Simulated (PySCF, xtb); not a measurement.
NbOCl₃, SMILES [O]=[Nb]([Cl])([Cl])[Cl], multiplicity 1.

xtb with GFN2-xTB at its own geometry gives an orbital gap of 3.52 eV and a dipole moment of 4.35 D.

Geometry optimised at PBE0-D3(BJ)/def2-SVP. The multiplicity is an assumed one; other spin states were not compared. The isomer is the one that the SMILES or the coordinates give; other isomers of the formula were not compared. The def2 effective core potentials stand for the cores of Nb; spin–orbit coupling is left out.

Q: What does r2SCAN/def2-TZVP run with PySCF give? (Estimate from the structure and the level; the computed values follow.)

A: gap 4.76 eV (levels -8.79 and -4.04 eV), dipole 1.04 D.
